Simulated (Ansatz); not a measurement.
```yaml
crystal:
  periodic: [false, false, false]
  atoms:
    - {symbol: C, position_ang: [-1.142113, 0.974086, -0.078483]}
    - {symbol: C, position_ang: [0.164999, 0.285145, -0.372754]}
    - {symbol: O, position_ang: [0.125970, -0.148235, -1.689291]}
    - {symbol: Si, position_ang: [0.628387, -1.102176, 0.854122]}
    - {symbol: Cl, position_ang: [1.521233, 1.523359, -0.171129]}
    - {symbol: H, position_ang: [-1.148136, 1.384202, 0.931036]}
    - {symbol: H, position_ang: [-1.957185, 0.252992, -0.178237]}
    - {symbol: H, position_ang: [-1.301396, 1.783915, -0.793295]}
    - {symbol: H, position_ang: [0.944516, -0.609966, -1.899263]}
    - {symbol: H, position_ang: [1.886251, -1.719312, 0.358274]}
    - {symbol: H, position_ang: [-0.453580, -2.123432, 0.853143]}
    - {symbol: H, position_ang: [0.807954, -0.555677, 2.219878]}
basis:
  gaussian: {orbitals: def2-TZVP, final_grid: {core_spheres: 5, valence_spheres: 4, degree: 11}}
magnetization: {spin_polarized: true, initial_magnetization: 0}
hamiltonian: {xc: {name: r2SCANh}}
accuracy: high
scf: {lower_state_search: full}
```

```sh
$ ansatz run in.yaml --threads 4 --pin off --events-out ev --progress --plain --max-ram 10444MiB
```

Output, abridged:

```
Functional definition: r2SCANh
3898 factors; integrals over basis functions are off by at most 6.7e-9 eV
mean field evaluation 1: about -24625.5165 eV, gradient 4.4e1 eV
mean field evaluation 2: about -24625.6456 eV, gradient 4.4e1 eV
mean field evaluation 4: about -24633.0207 eV, gradient 1.1e1 eV
mean field evaluation 8: about -24633.5074 eV, gradient 8.3e-1 eV
mean field evaluation 16: about -24633.5104 eV, gradient 2.4e-4 eV
mean field -24633.51043246 eV, -905.2648112000 hartree, gradient 7.8e-8 eV, S^2 0.000000; 0 other end points of the search recorded, 0 dependent functions left out
reference -24633.51043550 eV, -905.2648113114 hartree; 29, 29 occupied and 180, 180 virtual orbitals, 3898 factors
Total energy: -24633.51043550 eV, -905.2648113114 hartree
```

Hardware: 4 threads of an Arm Neoverse V1 on a shared host. Wall time 14 s, peak host memory 1.5 GiB.
